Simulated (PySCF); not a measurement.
Computed Raman spectrum (relative Raman activity) of a molecule H7NO2Si2. Coordinates come from a PBE0-D3(BJ)/def2-SVP optimisation. Other conformers were not sampled. Method: PBE0-D3(BJ)/def2-SVP (PySCF 2.14.0). Frequencies are harmonic and unscaled.

ν (cm⁻¹): 618 (w), 722 (w), 742 (w), 755 (vw), 796 (vw), 825 (w), 887 (vw), 950 (w), 953 (m), 998 (w), 1085 (vw), 1542 (vw), 2232 (s), 2240 (s), 2249 (vs), 2281 (vs), 3610 (s), 3710 (s), 3941 (s) (against the strongest line: vs over 80 %, s over 45 %, m over 15 %, w over 4 %, vw less)

Question: Pick the molecule that these values belong to.
(A) O[SiH2]N[SiH2]O
(B) N[Si@H](O)O[SiH3]
(C) N[Si](O)(O)[SiH3]
(D) N[SiH2][SiH](O)O

Answer: B, N[Si@H](O)O[SiH3]
